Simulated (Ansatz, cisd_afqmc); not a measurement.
System: Si, charge 1, doublet.

Total energies in aug-cc-pV(D+d)Z, 3 correlated electrons, 5 frozen orbitals. Radicals and triplets start from unrestricted determinants; spin-orbit coupling is neglected. Cores are frozen in correlated methods. No relativity. AFQMC is phaseless with a CISD trial state; ± is one standard error, without the phaseless bias. Outlying blocks are dropped, and bars are widened where a walk drifts. Over all cases where full CI ran beside it in this data, AFQMC minus full CI had a median of +0.1 mEh and passed +0.4 mEh in a tenth of the cases. Full CI freezes restricted core orbitals and the other rows unrestricted ones, which leaves a small offset even where coupled cluster is exact.

```tsv
method	program	energy (Eh)	error against FCI (mEh)
HF	Ansatz	-288.57000	55.56
MP2	Ansatz	-288.60553	20.03
CCSD	Ansatz	-288.62449	1.07
CCSD(T)	Ansatz	-288.62521	0.35
CCSDT	Ansatz	-288.62557	-0.01
AFQMC/CISD	cisd_afqmc	-288.6255 ± 0.0001	0.0 ± 0.1
FCI	Ansatz	-288.62556	0.00
```

Ansatz is an electronic-structure program.
